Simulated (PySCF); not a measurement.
C₃H₄BF₃, SMILES C(/B(F)F)=C(\F)C.

Geometry: PBE-D3(BJ)/def2-SVP. The structure was generated by enumeration; whether it is a known compound was not checked. One conformer was computed; it need not be the lowest.

Computed with PBE/def2-TZVP (PySCF).

Gas-phase values at a fixed geometry.

```json
{
 "total_energy": "-440.93506 hartree",
 "point_group": "Cs",
 "highest_occupied_level": "-6.83 eV",
 "lowest_empty_level": "-2.30 eV",
 "orbital_gap": "4.53 eV",
 "dipole_moment": "1.84 D",
 "quadrupole, principal values (traceless, Buckingham form, about the centre of nuclear charge)": "-7.29, 3.16, 4.14 D·Å",
 "mean_static_polarisability": "53.8 bohr³ (7.97 Å³)",
 "polarisability_principal_values": "37.0, 51.0, 73.3 bohr³"
}
```
